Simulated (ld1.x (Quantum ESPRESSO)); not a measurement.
**Reading a pseudo-wave (K)**

Columns: radius, all-electron u(r) and pseudo u(r) of the 4s shell (level -2.30 eV) of potassium in the configuration [Ne] 3s2 3p6 4s1 4p0; PBEsol, scalar-relativistic, TM scheme, ld1.x (Quantum ESPRESSO) 7.5.

| r (bohr) | all-electron | pseudo |
| --- | --- | --- |
| 0.210 | -0.0997 | -0.0152 |
| 0.420 | -0.0377 | -0.0309 |
| 0.630 | 0.1099 | -0.0477 |
| 0.840 | 0.1860 | -0.0661 |
| 1.050 | 0.1825 | -0.0868 |
| 1.260 | 0.1274 | -0.1102 |
| 1.470 | 0.0477 | -0.1370 |
| 1.680 | -0.0388 | -0.1673 |
| 1.890 | -0.1221 | -0.2012 |
| 2.100 | -0.1972 | -0.2383 |
| 2.310 | -0.2620 | -0.2774 |
| 2.520 | -0.3163 | -0.3171 |
| 2.730 | -0.3608 | -0.3553 |
| 2.940 | -0.3963 | -0.3900 |
| 3.150 | -0.4240 | -0.4195 |
| 3.360 | -0.4451 | -0.4428 |
| 3.570 | -0.4605 | -0.4598 |
| 3.780 | -0.4711 | -0.4710 |
| 3.990 | -0.4772 | -0.4772 |
| 4.200 | -0.4793 | -0.4793 |
| 4.410 | -0.4777 | -0.4777 |
| 4.620 | -0.4729 | -0.4729 |
| 4.830 | -0.4652 | -0.4652 |
| 5.040 | -0.4551 | -0.4551 |
| 5.250 | -0.4430 | -0.4430 |
| 5.460 | -0.4292 | -0.4292 |

**Question.** How many radial nodes do the two functions have?

**Answer.** The all-electron 4s function has n − l − 1 = 3 (the table is too coarse to show those close to the nucleus); the pseudo-wave has 0, since the states of the same l below it are removed with the core.

**Question.** At about which radius was the pseudo-wave matched?

**Answer.** 4.20 bohr. The columns agree to 0.0005 from 3.78 bohr on; several derivatives are matched, so the curves merge somewhat inside the radius.

**Question.** Is the pseudo-wave norm-conserving?

**Answer.** Yes: the TM scheme keeps the norm inside the radius equal to the all-electron one, which fixes the energy derivative of the logarithmic derivative at the level.
